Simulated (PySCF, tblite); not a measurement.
Isomers of C6H9FO2S. Computed with GFN2-xTB (tblite): harmonic, unscaled wavenumbers at the GFN2-xTB geometry, gas phase. The method is semi-empirical: single wavenumbers can be off by several per cent or more. One conformer each.

Electronic energies: PBE0/pcSseg-1 single points on the GFN2-xTB geometries (PySCF, gas phase).

```tsv
SMILES	electronic energy, lowest = 0 (kJ/mol)
C=C(C)[C@@H]1C[C@@H](F)S1(=O)=O	221.1
CS[C@@H]1C[C@@](F)(C(C)=O)O1	0.0
C/C=C/C(F)=C\S(C)(=O)=O	210.7
```

**Question.** How do GFN2-xTB zero-point energies change the relative energies?

**Answer.** 
```tsv
SMILES	ZPE (kJ/mol)	of it from modes above 1550 cm⁻¹	electronic (kJ/mol)	with ZPE, lowest = 0 (kJ/mol)	lowest mode (cm⁻¹)	rings
CS[C@@H]1C[C@@](F)(C(C)=O)O1	368.6	173.7	0.0	0.0	34	1
C/C=C/C(F)=C\S(C)(=O)=O	365.2	185.0	210.7	207.3	20	0
C=C(C)[C@@H]1C[C@@H](F)S1(=O)=O	372.5	173.8	221.1	225.0	45	1
```

The zero-point energies span 7.3 kJ/mol, from `C/C=C/C(F)=C\S(C)(=O)=O` to `C=C(C)[C@@H]1C[C@@H](F)S1(=O)=O`. The order is unchanged.

**Question.** And how do the electronic energies of GFN2-xTB itself compare?

**Answer.** `CS[C@@H]1C[C@@](F)(C(C)=O)O1` 0.0; `C/C=C/C(F)=C\S(C)(=O)=O` 105.9; `C=C(C)[C@@H]1C[C@@H](F)S1(=O)=O` 53.3 kJ/mol, lowest = 0. Against the energies above, taken from the same isomer `CS[C@@H]1C[C@@](F)(C(C)=O)O1`, the largest difference is 167.8 kJ/mol.
